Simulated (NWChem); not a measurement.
All runs are NWChem calculations. System: H$_{4}$Sn, charge 0, spin multiplicity 1, at a geometry optimised with B3LYP/def2-SVP with def2 effective core potentials on Sn. The structure started from a generated list of species. Level: B3LYP/def2-SVPD with def2 effective core potentials on Sn, VWN1-RPA local correlation.

The NWChem input:

```
start mol
memory heap 200 mb stack 900 mb global 1100 mb
geometry units angstroms nocenter noautoz
  Sn     0.000000     0.000000     0.000000
  H      1.401986     0.000000    -0.991344
  H     -1.401986     0.000000    -0.991344
  H      0.000000     1.401985     0.991344
  H      0.000000    -1.401985     0.991344
  symmetry group C2v
end
basis spherical
  * library def2-svpd
end
ecp
  Sn library def2-ecp
end
dft
  xc b3lyp
  semidirect memsize 60000000 filesize 0
  iterations 100
end
property
  dipole
  response 1 0.0428
end
task dft property
```

NWChem printed:

```
             Northwest Computational Chemistry Package (NWChem) 7.3.0
             --------------------------------------------------------

                                NWChem Input Module
                                -------------------

 Scaling coordinates for geometry "geometry" by  1.889725989
 (inverse scale =  0.529177249)

 Turning off AUTOSYM since
 SYMMETRY directive was detected!

                             Geometry "geometry" -> ""
                             -------------------------

 Output coordinates in angstroms (scale by  1.889725989 to convert to a.u.)

  No.       Tag          Charge          X              Y              Z
 ---- ---------------- ---------- -------------- -------------- --------------
    1 Sn                  50.0000     0.00000000     0.00000000     0.00000000
    2 H                    1.0000     1.40198600     0.00000000    -0.99134400
    3 H                    1.0000    -1.40198600     0.00000000    -0.99134400
    4 H                    1.0000     0.00000000     1.40198500     0.99134400
    5 H                    1.0000     0.00000000    -1.40198500     0.99134400

 Effective nuclear repulsion energy (a.u.)      62.7696180857

            Nuclear Dipole moment (a.u.)
            ----------------------------
        X                 Y               Z
 ---------------- ---------------- ----------------
     0.0000000000     0.0000000000     0.0000000000

      Symmetry information
      --------------------

 Group name             C2v
 Group number             16
 Group order               4
 No. of unique centers     3

      Symmetry unique atoms

     1    2    4


 Summary of "ao basis" -> "" (spherical)
 ------------------------------------------------------------------------------
       Tag                 Description            Shells   Functions and Types
 ---------------- ------------------------------  ------  ---------------------
 *                         def2-svpd                  on all atoms

                                 NWChem DFT Module
                                 -----------------

 Summary of "ao basis" -> "ao basis" (spherical)
 ------------------------------------------------------------------------------
       Tag                 Description            Shells   Functions and Types
 ---------------- ------------------------------  ------  ---------------------
 Sn                        def2-svpd                12       32   5s4p3d
 H                         def2-svpd                 4        8   2s2p

 Summary of "ao basis" -> "ao basis" (spherical)
 ------------------------------------------------------------------------------
       Tag                 Description            Shells   Functions and Types
 ---------------- ------------------------------  ------  ---------------------
 Sn                        def2-svpd                12       32   5s4p3d
 H                         def2-svpd                 4        8   2s2p

            General Information
            -------------------
          SCF calculation type: DFT
          Wavefunction type:  closed shell.
          No. of atoms     :     5
          No. of electrons :    26
           Alpha electrons :    13
            Beta electrons :    13
          Charge           :     0
          Spin multiplicity:     1
          Use of symmetry is: off; symmetry adaption is: off
          Maximum number of iterations: 100
          AO basis - number of functions:    64
                     number of shells:    28
[...]
    42     -0.426984  3 H  s                 50     -0.426984  4 H  s
    58     -0.426984  5 H  s                  2     -0.227347  1 Sn s
     1     -0.180844  1 Sn s                 33     -0.106532  2 H  s

 Vector   15  Occ=0.000000D+00  E= 1.352661D-02
              MO Center=  7.3D-06, -3.1D-05, -2.3D-06, r^2= 5.8D+00
   Bfn.  Coefficient  Atom+Function         Bfn.  Coefficient  Atom+Function
  ----- ------------  ---------------      ----- ------------  ---------------
    17      0.490587  1 Sn pz                32      0.485412  1 Sn d  2
    14      0.291522  1 Sn pz                34      0.160324  2 H  s
    42      0.160328  3 H  s                 50     -0.160335  4 H  s
    58     -0.160318  5 H  s                 22     -0.151588  1 Sn d  2
    33      0.119059  2 H  s                 41      0.119062  3 H  s

 Vector   16  Occ=0.000000D+00  E= 1.352811D-02
              MO Center= -7.5D-06,  3.2D-08,  4.1D-01, r^2= 5.6D+00
   Bfn.  Coefficient  Atom+Function         Bfn.  Coefficient  Atom+Function
  ----- ------------  ---------------      ----- ------------  ---------------
    15      0.490573  1 Sn px                31     -0.485419  1 Sn d  1
    12      0.291517  1 Sn px                34     -0.226729  2 H  s
    42      0.226726  3 H  s                 33     -0.168376  2 H  s
    41      0.168374  3 H  s                 21      0.151587  1 Sn d  1
    26     -0.101524  1 Sn d  1               9     -0.091280  1 Sn px

 center of mass
 --------------
 x =   0.00000000 y =   0.00000000 z =   0.00000000

 moments of inertia (a.u.)
 ------------------
          28.296031967060           0.000000000000           0.000000000000
           0.000000000000          28.296052150087           0.000000000000
           0.000000000000           0.000000000000          28.296311908863

     Multipole analysis of the density
     ---------------------------------

     L   x y z        total         alpha         beta         nuclear
     -   - - -        -----         -----         ----         -------
     0   0 0 0      0.000000    -13.000000    -13.000000     26.000000

     1   1 0 0     -0.000000     -0.000000     -0.000000      0.000000
     1   0 1 0     -0.000000     -0.000000     -0.000000      0.000000
     1   0 0 1      0.000000      0.000000      0.000000      0.000000

     2   2 0 0    -21.548819    -17.793568    -17.793568     14.038316
     2   1 1 0     -0.000000     -0.000000     -0.000000      0.000000
     2   1 0 1      0.000000      0.000000      0.000000      0.000000
     2   0 2 0    -21.548818    -17.793557    -17.793557     14.038296
     2   0 1 1     -0.000000     -0.000000     -0.000000      0.000000
     2   0 0 2    -21.548804    -17.793421    -17.793421     14.038038

 *** CALLING NEW AORESP DRIVER FOR CLOSED AND OPEN SHELLS ***
 Entering AOResponse driver routine

--------------------------------------------------------------------------------

          ****************
          *** RESPONSE ***
          ****************

 Response module for NWChem and dynamic CPKS solver

          -----------------------------------------------
          Solving response equations for perturbing field
          -----------------------------------------------

 number of frequencies:     1
 frequency in a.u.:  0.4280000E-01
 Perturbing field: electric
 Using El. Dipole Length Gauge

 Setting up CPKS with frequency omega =      0.04280000 a.u.

                            NWChem Dynamic CPHF Module
                            --------------------------

    scftype = RHF
    nclosed =   13
      nopen =    0
  variables =     1326
  num. vecs =        3
  tolerance =   1.0D-04
  max. iter =   50

  int2e_file: Failed to allocate cache ... halving
 Grid integrated density:      26.000028936402
 Requested integration accuracy:   0.10E-05
 SCF residual:    1.3855947204646404E-006

Iterative solution of linear equations
  No. of variables     1326
  No. of equations        3
  Maximum subspace       30
       Convergence  1.0D-04

 ga_lkain filestub:cphf_sol
 ga_lkain filesoln:./mol.cphf_sol

   iter   nsub   residual    time
   ----  ------  --------  ---------
     1      3    2.38D+00       3.6
     2      6    4.32D-01       5.3
     3      9    2.42D-02       7.1
     4     12    4.11D-03       8.8
     5     15    2.57D-04      10.5
     6     18    1.71D-05      12.2

 Electric Dipole Response Matrix (nonzero elements):

              1        2        3
    1   46.1784  -0.0000  -0.0000
    2   -0.0000  46.1784   0.0000
    3   -0.0000   0.0000  46.1781

 ------------------------------------------
 average:        46.17830 + I       0.00000

 DFT Linear Response polarizability / au
 Frequency  =       0.0428000 / au
 Wavelength =    1064.5643224 / nm
              X              Y              Z
 -----------------------------------------------
 X      46.1783883     -0.0000000     -0.0000000
 Y      -0.0000000     46.1783586      0.0000000
 Z      -0.0000000      0.0000000     46.1781476
 -----------------------------------------------
 Eigenvalues =      46.1783883     46.1783586     46.1781476
 Isotropic   =      46.1782981
 Anisotropic =       0.0002274
 -----------------------------------------------

 Magnetic Dipole Response Matrix (nonzero elements):
 Optical rotation tensor Beta

              1        2        3
    1   -0.0000  -0.0001  -0.0000
    2   -0.0000  -0.0000   0.0000
    3    0.0000  -0.0000   0.0000

 ------------------------------------------
 average:        -0.00000 + I       0.00000

 Exiting AOResponse driver routine

          -------------
          Dipole Moment
          -------------

 Center of charge (in au) is the expansion point
         X =       0.0000000 Y =       0.0000000 Z =       0.0000000

   Dipole moment        0.0000002250 A.U.
             DMX       -0.0000000127 DMXEFC        0.0000000000
             DMY       -0.0000000037 DMYEFC        0.0000000000
             DMZ        0.0000002246 DMZEFC        0.0000000000
   -EFC- dipole         0.0000000000 A.U.
   Total dipole         0.0000002250 A.U.

   Dipole moment        0.0000005719 Debye(s)
             DMX       -0.0000000322 DMXEFC        0.0000000000
             DMY       -0.0000000094 DMYEFC        0.0000000000
             DMZ        0.0000005710 DMZEFC        0.0000000000
   -EFC- dipole         0.0000000000 DEBYE(S)
   Total dipole         0.0000005719 DEBYE(S)

 1 a.u. = 2.541766 Debyes

 Task  times  cpu:       12.2s     wall:       12.2s

 Total times  cpu:       12.2s     wall:       12.2s
```
